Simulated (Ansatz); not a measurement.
Steps of a relaxation of C3H6ClNSi (`C[Si](C)(Cl)C#N`) with RKS PBE-D4/def2-SVP.

```sh
$ ansatz run in.yaml --threads 4 --pin off --events-out ev --progress --plain --max-ram 10444MiB
```

```yaml
crystal:
  periodic: [false, false, false]
  atoms:
    - {symbol: C, position_ang: [-1.143300, -0.635900, 0.995400]}
    - {symbol: Si, position_ang: [-0.220800, 0.082300, -0.453300]}
    - {symbol: C, position_ang: [1.558300, -0.316700, -0.272600]}
    - {symbol: Cl, position_ang: [-0.808800, -0.859300, -2.157200]}
    - {symbol: C, position_ang: [-0.480400, 1.932400, -0.657300]}
    - {symbol: N, position_ang: [-0.635600, 3.103100, -0.731800]}
    - {symbol: H, position_ang: [-1.027800, -1.670500, 1.080400]}
    - {symbol: H, position_ang: [-2.222900, -0.378700, 0.853700]}
    - {symbol: H, position_ang: [-0.867700, -0.113200, 1.965300]}
    - {symbol: H, position_ang: [2.170600, 0.039700, -1.093800]}
    - {symbol: H, position_ang: [1.735200, -1.397900, -0.152400]}
    - {symbol: H, position_ang: [2.020100, 0.159400, 0.657600]}
basis:
  gaussian: {orbitals: def2-SVP}
hamiltonian: {xc: pbe, dispersion: d4}
relax: {f_tol: 0.03, max_steps: 200}
```

Positions (Å) and forces (eV/Å) along the path, 5 of 5 steps:

```xyz
12
step=1 energy=-25075.7781 eV
C    -1.143   -0.636    0.995   -1.092    3.493    0.540
Si   -0.221    0.082   -0.453    0.266   -0.053    0.702
C     1.558   -0.317   -0.273    1.232    0.611    1.524
Cl   -0.809   -0.859   -2.157   -0.541   -0.285   -0.944
C    -0.480    1.932   -0.657   -0.204    0.777    0.090
N    -0.636    3.103   -0.732    0.152   -1.064    0.029
H    -1.028   -1.671    1.080    0.331   -2.351    0.143
H    -2.223   -0.379    0.854    0.148   -0.325    0.072
H    -0.868   -0.113    1.965    0.036   -0.459   -0.661
H     2.171    0.040   -1.094    0.380    0.194   -0.744
H     1.735   -1.398   -0.152   -0.187   -0.260   -0.112
H     2.020    0.159    0.658   -0.521   -0.278   -0.639
12
step=2 energy=-25076.0255 eV
C    -1.214   -0.591    1.002   -0.125    0.853    0.078
Si   -0.179    0.000   -0.445   -0.448    0.183   -0.141
C     1.645   -0.290   -0.269    0.443   -0.051    0.451
Cl   -0.918   -0.838   -2.225    0.166    0.062    0.241
C    -0.464    1.842   -0.619    0.020    0.005    0.020
N    -0.628    3.002   -0.679   -0.006    0.007   -0.019
H    -1.104   -1.668    1.124    0.030   -0.625    0.149
H    -2.290   -0.347    0.854    0.172   -0.096   -0.085
H    -0.896   -0.070    1.939    0.027   -0.193   -0.213
H     2.232    0.084   -1.125   -0.035    0.050   -0.195
H     1.832   -1.377   -0.173    0.041   -0.086   -0.028
H     2.061    0.198    0.651   -0.284   -0.109   -0.257
12
step=3 energy=-25076.0495 eV
C    -1.216   -0.587    1.006    0.006    0.146   -0.011
Si   -0.183    0.017   -0.434   -0.199   -0.048   -0.128
C     1.646   -0.299   -0.269    0.199   -0.029    0.107
Cl   -0.891   -0.839   -2.207    0.043    0.038    0.082
C    -0.463    1.858   -0.617    0.035   -0.054    0.047
N    -0.625    3.018   -0.686   -0.011    0.040   -0.021
H    -1.102   -1.681    1.136    0.003   -0.029    0.012
H    -2.288   -0.357    0.840    0.026   -0.033   -0.017
H    -0.896   -0.076    1.938    0.009   -0.048   -0.001
H     2.215    0.081   -1.141   -0.059    0.002   -0.017
H     1.838   -1.388   -0.175   -0.019    0.022   -0.020
H     2.041    0.198    0.643   -0.034   -0.008   -0.030
12
step=4 energy=-25076.0511 eV
C    -1.215   -0.584    1.008   -0.027   -0.007   -0.015
Si   -0.188    0.014   -0.436    0.039    0.010    0.076
C     1.648   -0.298   -0.263   -0.024   -0.005   -0.016
Cl   -0.886   -0.846   -2.202   -0.006    0.020   -0.008
C    -0.452    1.859   -0.606   -0.031   -0.010   -0.075
N    -0.622    3.016   -0.715    0.015   -0.003    0.028
H    -1.112   -1.681    1.125    0.000    0.000    0.002
H    -2.286   -0.348    0.849    0.004   -0.006    0.004
H    -0.883   -0.094    1.946    0.007    0.004    0.001
H     2.200    0.101   -1.136    0.002   -0.004    0.010
H     1.840   -1.387   -0.191    0.015   -0.002    0.000
H     2.033    0.191    0.655    0.007    0.003   -0.006
12
step=5 energy=-25076.0520 eV
C    -1.220   -0.585    1.008   -0.012    0.002   -0.003
Si   -0.188    0.010   -0.433    0.000    0.012    0.001
C     1.648   -0.298   -0.264    0.004    0.004   -0.010
Cl   -0.887   -0.844   -2.202    0.001    0.004    0.002
C    -0.453    1.855   -0.612    0.002   -0.025   -0.002
N    -0.608    3.015   -0.696   -0.002    0.015   -0.003
H    -1.112   -1.681    1.133    0.001   -0.004   -0.002
H    -2.291   -0.354    0.841   -0.002   -0.005    0.005
H    -0.895   -0.088    1.944    0.003    0.003    0.005
H     2.192    0.096   -1.145    0.005   -0.004    0.001
H     1.851   -1.385   -0.183   -0.001   -0.004   -0.001
H     2.040    0.204    0.644    0.002    0.003    0.006
```

Hardware: 4 threads of an Arm Neoverse V2 on a shared host. Wall time 7.5 s, peak host memory 0.17 GiB.
